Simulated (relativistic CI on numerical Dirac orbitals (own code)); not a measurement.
Level scheme of Ce XLIV

Calculated at this level of theory: Dirac-Coulomb-Breit CI, orbitals from a KLI potential per configuration, model QED, unscaled Slater integrals (own radial code, finite nucleus).

Configurations in the expansion (outside the closed core [Ne]): 3s2 3p3, 3s 3p4, 3s2 3p2 3d, 3p5, 3s 3p3 3d, 3p4 3d, 3s 3p2 3d2, 3s2 3p 3d 4p, 3p4 4s, 3s 3p2 3d 4s, 3p4 4p, 3s2 3p2 4s, 3s2 3p2 4p, 3p3 3d 4p, 3s2 3p2 4d, 3s 3p3 4s, 3s2 3p2 4f, 3s 3p3 4p, 3s 3p3 4d, 3s 3p3 4f, 3s2 3p2 5s, 3s2 3p2 5p, 3s2 3p 4s 4p, 3s2 3p2 5d, 3s2 3p2 5f, 3s2 3p2 5g, 3s 3p2 4s2, 3s 3p3 5s, 3s2 3p 3d2, 3s2 3d3, 3s 3p 3d3, 3s2 3d2 4s, 3s2 3d2 4p, 3s2 3d2 4d, 3p3 3d2, 3p2 3d3, 3p2 3d2 4s, 3p2 3d2 4p, 3p2 3d2 4d, 3s2 3p 3d 4s, 3s 3p 3d2 4s, 3s2 3d 4s2, 3s2 3d 4s 4p, 3s2 3d 4s 4d, 3s 3p2 3d 4p, 3s 3p 3d2 4p, 3s 3p 3d 4s 4p, 3s 3p 3d 4p2, 3s 3p 3d 4p 4d, 3p3 3d 4s, 3p2 3d 4s2, 3p2 3d 4s 4p, 3p2 3d 4s 4d, 3s2 3p 4s2, 3s 3p 3d 4s2, 3s2 4s2 4p, 3s2 4s2 4d, 3s2 3p 4p2, 3s2 3d 4p2, 3s2 4s 4p2, 3s2 4p3, 3s2 4p2 4d, 3s 3p2 4s 4p, 3s 3p 4s2 4p, 3s 3p 4s 4p2, 3s 3p 4s 4p 4d. Double excitations out of closed p, d and f shells are left out; levels of such configurations are missing from the list, as are those of other unlisted configurations, and high levels can miss mixing partners. These lack a partner that the ground configuration has and come out too high: 3s2 3p2 4f, 3s 3p3 4d, 3s 3p3 4f, 3s2 3p2 5s, 3s2 3p2 5p.

The lowest level is 3s2 3p3 2P°_3/2, with 45 % of that term; Hund's rules for 3s2 3p3 give 4S° with J = 3/2, of which the calculation keeps J, while another term leads.

| No. | Configuration | Term | J | E (eV) | % | Next component (%) | Lifetime (s) |
| --- | --- | --- | --- | --- | --- | --- | --- |
| 1 | 3s2 3p3 | 2P° | 3/2 | 0.000 | 45 | 28 4S° |  |
| 2 | 3s2 3p3 | 4S° | 3/2 | 101.841 | 53 | 45 2D° | 9.12e-08 |
| 3 | 3s2 3p3 | 2D° | 5/2 | 110.924 | 99 | 1 3s 3p3 3d 2D° | 4.92e-07 |
| 4 | 3s2 3p3 | 2P° | 1/2 | 122.224 | 98 | 1 3s2 3p 3d2 2P° | 1.28e-07 |
| 5 | 3p2(3P) 3d | 4F | 3/2 | 167.431 | 36 | 36 2D | 2.60e-10 |
| 6 | 3p2(1S) 3d | 2D | 5/2 | 198.088 | 23 | 17 4D | 3.07e-11 |
| 7 | 3s 3p4(3P) | 4P | 5/2 | 224.422 | 57 | 18 2D | 9.41e-12 |
| 8 | 3s2 3p3 | 2P° | 3/2 | 225.357 | 53 | 28 2D° | 4.30e-08 |
| 9 | 3s 3p4(1S) | 2S | 1/2 | 244.124 | 49 | 32 4P | 7.90e-12 |
| 10 | 3s 3p4(3P) | 2P | 3/2 | 244.636 | 28 | 27 2D | 5.15e-12 |
| 11 | 3p2(1D) 3d | 2F | 5/2 | 268.419 | 47 | 45 4F | 3.27e-10 |
| 12 | 3p2(3P) 3d | 4F | 3/2 | 269.803 | 31 | 30 4D | 2.36e-11 |
| 13 | 3p2(3P) 3d | 4D | 1/2 | 270.200 | 78 | 16 2P | 2.10e-10 |
| 14 | 3p2(1D) 3d | 2G | 7/2 | 277.356 | 43 | 28 2F | 4.46e-07 |
| 15 | 3p2(3P) 3d | 4D | 7/2 | 294.153 | 47 | 37 4F | 2.88e-09 |
| 16 | 3p2(3P) 3d | 2P | 3/2 | 297.000 | 37 | 24 4P | 7.42e-11 |
| 17 | 3p2(3P) 3d | 4P | 5/2 | 298.620 | 30 | 27 2F | 1.82e-12 |
| 18 | 3p2(1D) 3d | 2D | 5/2 | 302.857 | 39 | 27 4D | 4.91e-12 |
| 19 | 3p2(1D) 3d | 2G | 9/2 | 303.916 | 56 | 43 4F | 6.72e-06 |
| 20 | 3p2(1D) 3d | 2D | 3/2 | 305.131 | 25 | 24 4P | 8.50e-13 |
| 21 | 3p2(1D) 3d | 2P | 1/2 | 305.433 | 37 | 36 4P | 1.15e-12 |
| 22 | 3p2(1D) 3d | 2F | 7/2 | 321.789 | 47 | 29 2G | 6.25e-12 |
| 23 | 3p2(3P) 3d | 2D | 5/2 | 323.905 | 38 | 29 2F | 2.80e-12 |
| 24 | 3p2(3P) 3d | 2D | 3/2 | 327.077 | 58 | 17 4D | 7.16e-12 |
| 25 | 3p2(3P) 3d | 2P | 1/2 | 328.846 | 44 | 34 2S | 4.95e-12 |
| 26 | 3s 3p4(3P) | 4P | 3/2 | 340.251 | 42 | 22 3s2 3p2 3d 2P | 3.43e-12 |
| 27 | 3s 3p4(1D) | 2D | 5/2 | 350.175 | 59 | 13 4P | 3.45e-12 |
| 28 | 3s 3p4(3P) | 2P | 1/2 | 366.151 | 38 | 24 4P | 1.82e-12 |
| 29 | 3s 3p4(3P) | 2P | 3/2 | 366.525 | 45 | 20 2D | 1.69e-12 |
| 30 | 3s 3p3(2P°)<3P°> 3d | 4D° | 5/2 | 384.231 | 27 | 27 6D° | 5.58e-11 |

Energies count from the lowest computed level; ° marks odd parity; lifetimes are radiative, by E1, M1, E2, M2, E3 decay to levels of this space only. Percentages are summed over parent terms; the parents shown are those of the largest component, closed shells are left out there, and <> holds an intermediate term.

The mean weight of the leading LS term, summed over parents, in these 30 levels is 47 %, and that of the leading jj configuration (from the same eigenvectors) 84 %, so jj coupling describes them better and the LS labels are nominal.

At this charge energies of transitions that change n are usually good to better than 1 %, and those within a shell (Δn = 0) to a few per cent.

LS names give the leading component of a level, which can be under half, so a name can repeat, a term be missing and a line seem to break the LS rules.
